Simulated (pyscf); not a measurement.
PySCF, gas phase, ωB97X-D3(BJ)/def2-SVP geometries. Correlated levels are frozen-core, on RHF or UHF. ΔMP2 is the change of the MP2 total energy from the triple- to the quadruple-zeta basis. Singlets are restricted, triplets unrestricted.

Singlet (Å):
```xyz
4

Ge     0.5669    -0.3582     0.3185
Sn     2.0194     1.2154    -0.8261
H      0.7358    -0.8195     1.7753
H     -0.6604    -1.0422    -0.3057
```

Triplet (Å):
```xyz
4

Ge     0.5636    -0.3581     0.3168
Sn     2.0825     1.2905    -0.8836
H      0.6910    -0.8535     1.7775
H     -0.6804    -1.0742    -0.2617
```

### Question
For these two minima of `[GeH2]=[Sn]`, which spin state lies lower at CCSD(T)/def2-TZVPP + ΔMP2(QZVPP), and by how much (electronic energies)?

### Answer
The singlet, by 9.9 kcal/mol. M06-2X puts the other state lower. Zero-point energy shifts E(triplet) − E(singlet) by -0.1 kcal/mol. Other isomers of H₂Ge=Sn: [singlet] were not searched in full and may lie lower. 

E(triplet) − E(singlet) by level (kcal/mol):

```csv
level,gap
ωB97X-D3(BJ)/def2-TZVP,+7.2
PBE/def2-TZVP,+6.1
r²SCAN/def2-TZVP,+3.0
B3LYP-D3(BJ)/def2-TZVP,+6.1
PBE0-D3(BJ)/def2-TZVP,+4.0
M06-2X/def2-TZVP,-1.7
ωB97M-D3(BJ)/def2-TZVP,+5.0
HF/def2-TZVP,-9.6
MP2/def2-QZVPP,+9.1
CCSD/def2-TZVPP,+6.0
CCSD(T)/def2-TZVPP,+8.5
CCSD(T)/def2-TZVPP + ΔMP2(QZVPP),+9.9
```

The triplet is the lowest one reached from the SCF start used. The CCSD(T) − MP2 part came from Ansatz, without density fitting, on the same reference. The frozen core leaves the outer d or s,p core shells of the metals and heavy elements correlated in the MP2 and CC values, and def2-TZVPP describes them poorly, which can shift differences by a few kcal/mol. Elements up to Kr have no core potential and no relativistic terms here. Elements past Kr carry the def2 core potentials, without spin-orbit coupling.
